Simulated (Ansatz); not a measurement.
`[CH3][Al-]([CH3])([CH3])[SH2+]` at its PBE0-D4/def2-TZVP geometry, where that method's forces vanish. The species carries charge 0 and has multiplicity 1.

```csv
atom,x (Å),y (Å),z (Å)
C1,-1.886,0.402,0.046
Al2,0.078,0.272,-0.105
C3,1.178,1.126,1.292
C4,0.858,-0.009,-1.894
S5,0.386,-2.167,0.733
H6,-2.226,1.394,-0.275
H7,-2.245,0.271,1.073
H8,-2.411,-0.323,-0.585
H9,0.778,0.981,2.301
H10,2.215,0.773,1.291
H11,1.218,2.209,1.129
H12,1.896,-0.354,-1.856
H13,0.864,0.934,-2.454
H14,0.292,-0.723,-2.501
H15,-0.406,-2.068,1.814
H16,-0.589,-2.718,-0.009
```

(1) For each bond, give half the difference of the two atoms' forces along it (eV/Å; positive pushes the atoms apart) under PBE-D4, r2SCAN-D4, B3LYP-D4, ωB97M-V in def2-TZVPP. (An estimate is asked.)

Results:

(1) Ansatz gave: 
```tsv
bond	length (Å)	PBE-D4	r2SCAN-D4	B3LYP-D4	ωB97M-V
C1–Al2	1.974	-0.05	-0.03	0.02	0.00
C1–H6	1.097	0.12	0.00	-0.04	-0.04
C1–H7	1.095	0.12	0.01	-0.03	-0.03
C1–H8	1.095	0.12	0.01	-0.03	-0.03
Al2–C3	1.972	-0.03	-0.02	0.03	0.00
Al2–C4	1.972	-0.04	-0.02	0.02	0.00
Al2–S5	2.597	-0.02	-0.01	0.08	0.12
C3–H9	1.095	0.11	0.01	-0.03	-0.03
C3–H10	1.095	0.11	0.00	-0.03	-0.03
C3–H11	1.096	0.13	0.00	-0.04	-0.05
C4–H12	1.095	0.11	0.00	-0.03	-0.03
C4–H13	1.096	0.13	0.00	-0.04	-0.05
S5–H15	1.344	0.27	0.02	-0.02	-0.10
S5–H16	1.344	0.27	0.02	-0.02	-0.10
```

B3LYP here is the variant with VWN-RPA as its local correlation; programs differ in this.
